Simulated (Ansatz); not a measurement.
Reactions of `C=CCO[SiH3]`.

Isolated molecules relaxed with PBE0-D4/def2-TZVP in Ansatz; ΔE leaves out vibrations. CCSD(T)/CBS adds triple-zeta CCSD(T) − MP2 to the extrapolated MP2 energy (def2 sets, frozen cores). This one scheme is used for every species. For Ge outer-core shells are correlated without core-valence functions, which leaves a few kJ/mol of doubt a bond. Scalar relativity is left out up to krypton. Each species was taken in one conformer, which may not be the lowest.

Problem. Order these by ΔE at CCSD(T)/CBS, lowest first. (Estimate.)
A. `C=CCO[SiH3]` + `C1=C[SiH2]1` → `[SiH3]C1=C[SiH2]1` + `C=CCO`
B. `C=CCO[SiH3]` + `OCBCl` → `C=CB(Cl)CO` + `CO[SiH3]`
C. `C=CCO[SiH3]` + `C=N` → `C=NCO[SiH3]` + ethylene
D. `C=CCO[SiH3]` + `BN[SiH3]` → `BN([SiH3])CC=C` + silanol
E. `C=CCO[SiH3]` + `[NH2][GeH3]` → `C=C[NH][GeH3]` + `CO[SiH3]`
F. `C=CCO[SiH3]` + H₂O → `OCO[SiH3]` + ethylene

Solution. B (-42.9 kJ/mol), D (-22.3 kJ/mol), C (+2.9 kJ/mol), E (+14.2 kJ/mol), F (+35.2 kJ/mol), A (+62.2 kJ/mol).

Largest T1 diagnostic: 0.013, for `[SiH3]C1=C[SiH2]1`.
